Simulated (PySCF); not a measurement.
An unknown is described by computed data only.

Formula: C6H10AlNO.

* 1H NMR: chemical shifts (computed TMS as zero) by class: 9.00 (2 H), 8.06 (1 H), 7.61 (2 H), 4.39 (2 H), 3.83 (3 H) ppm [GIAO PBE0/pcSseg-1]
* UV, first state: lowest singlet excitation: 4.54 eV (273 nm, f = 0.000) [TDDFT CAM-B3LYP/def2-SVPD]
* UV, strongest line: among the 10 lowest singlet transitions: S4 at 5.53 eV (224 nm, f = 0.056) [TDDFT CAM-B3LYP/def2-SVPD]
* Dipole: 6.66 D [CAM-B3LYP/def2-SVPD]
* Rotational structure: rotational constants A, B, C: 3.157, 0.705, 0.682 GHz [PBE0-D3(BJ)/def2-SVP]
* 13C NMR: chemical shifts (computed TMS as zero) by class: 155.7 (2 C), 146.1 (1 C), 130.1 (2 C), 52.8 (1 C) ppm [GIAO PBE0/pcSseg-1]

The electronic properties come from PySCF, for the isolated species, density fitting. Levels stand in brackets. One conformer (not necessarily the lowest) at the PBE0-D3(BJ)/def2-SVP geometry, without solvent, vibrations or thermal averaging. NMR classes are plain means over equivalent atoms (diastereotopic ones count apart unless rotation or inversion swaps them), as if these changed places fast.

Task: Give a SMILES that accounts for the data.

Result: Numbering: `[CH3:1][O:2][AlH2-:3][n+:4]1[cH:5][cH:6][cH:7][cH:8][cH:9]1`. 6 carbons fall into 4 classes; from least to most shielded: aromatic CH next to a ring nitrogen [C5/C9] (155.7 ppm, 2 C), aromatic CH carbon [C7] (146.1 ppm), aromatic CH carbon [C6/C8] (130.1 ppm, 2 C), methoxy carbon [C1] (52.8 ppm). Hydrogen classes from least to most shielded: 2 H on 2 like atoms (aromatic CH next to a ring nitrogen), C5/C9 (9.00 ppm), 1 H on an aromatic CH carbon, C7 (8.06 ppm), 2 H on 2 aromatic CH carbons, C6/C8 (7.61 ppm), 2 H on an aluminium bonded to N, O and 2 H, Al3 (4.39 ppm), 3 H on a methoxy carbon, C1 (3.83 ppm). S1 is mainly HOMO→LUMO (weight 0.97); the largest Löwdin shares of the orbital it empties are 0.41 on the oxygen bonded to Al and C, 0.16 on the aluminium bonded to N, O and 2 H, 0.13 on an Al–H hydrogen and 0.12 on an Al–H hydrogen, of the orbital it fills 0.24 on an aromatic CH carbon, 0.21 on the nitrogen bonded to Al and 2 C and 0.12 on each of 2 atoms of one kind (aromatic CH next to a ring nitrogen). By its constants the optimised geometry is an asymmetric top. Structure: `C[O][AlH2-][n+]1ccccc1`. The assignments are read from this structure; whether some other isomer fits the data as well wasn't checked.

Shape of the structure used: `[CH3:1][O:2][AlH2-:3][n+:4]1[cH:5][cH:6][cH:7][cH:8][cH:9]1`: C1–O2–Al3–N4 -168°, O2–Al3–N4–C5 -90°.
